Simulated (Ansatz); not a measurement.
`[GeH3][CH]1CO1` and `FC1CO1` differ in one atom or group.

Ansatz, PBE0-D4/def2-TZVP geometries, multiplicity 1. 

Scalar relativity is left out up to krypton.

| property | `[GeH3][CH]1CO1` |
| --- | --- |
| HOMO–LUMO gap (B3LYP/def2-TZVPP) / eV | 8.07 |
| HOMO energy (PBE/def2-TZVPP) / eV | -6.14 |
| HOMO energy (PBE0/def2-TZVPP) / eV | -7.70 |
| LUMO energy (PBE0/def2-TZVPP) / eV | 0.90 |
| LUMO energy (PBE/def2-TZVPP) / eV | 0.08 |
| HOMO energy (B3LYP/def2-TZVPP) / eV | -7.45 |

**Question.** Give the same properties after the change, and the shifts. (Estimate.)

**Answer.** Computed: 
| property | `FC1CO1` | shift |
| --- | --- | --- |
| HOMO–LUMO gap (B3LYP/def2-TZVPP) / eV | 9.79 | 1.72 |
| HOMO energy (PBE/def2-TZVPP) / eV | -7.01 | -0.87 |
| HOMO energy (PBE0/def2-TZVPP) / eV | -8.70 | -1.00 |
| LUMO energy (PBE0/def2-TZVPP) / eV | 1.72 | 0.82 |
| LUMO energy (PBE/def2-TZVPP) / eV | 0.71 | 0.63 |
| HOMO energy (B3LYP/def2-TZVPP) / eV | -8.45 | -1.00 |

With PBE0 the HOMO falls by 1.00 eV and the LUMO rises by 0.82 eV, so the gap widens by about 1.82 eV. PBE moves the HOMO by -0.87 eV and ωB97M-V by -1.09 eV.

B3LYP here is the variant with VWN-RPA as its local correlation; programs differ in this.
